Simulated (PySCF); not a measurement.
C2H5BeBr, SMILES C[CH2][Be][Br].

The structure is a stationary point at B3LYP-D3(BJ)/def2-SVP. The structure was generated by enumeration; whether it is a known compound was not checked. The values are those of a single conformer.

Two levels are set side by side: PBE/def2-TZVPD (PySCF) and CAM-B3LYP/def2-TZVPD (PySCF). Same geometry, gas phase. Differences are taken from unrounded values.

| quantity | PBE |
|---|---|
| orbital gap (eV) | 5.70 |
| highest occupied level (eV) | -6.81 |
| lowest empty level (eV) | -1.11 |
| dipole moment (D) | 1.10 |
| mean polarisability (bohr³) | 65.6 |

**Question.** These are the PBE values. What does CAM-B3LYP give? (An estimate is asked for; the answer gives what the named calculation found.)

**Answer.** 
```tsv
quantity	CAM-B3LYP	PBE minus CAM-B3LYP
orbital gap (eV)	9.84	-4.13
highest occupied level (eV)	-9.58	2.77
lowest empty level (eV)	0.25	-1.36
dipole moment (D)	1.22	-0.12
mean polarisability (bohr³)	61.8	3.7
```

PBE's occupied levels lie high since its potential decays too fast outside the molecule; exact exchange lowers them and widens the gap. Loosely held outer electrons make PBE densities more polarisable. Differences between two approximate levels are no errors against the true value.

Rough cost on one machine, each run with all the roots and properties that it gave: CAM-B3LYP against PBE within a factor of 2.
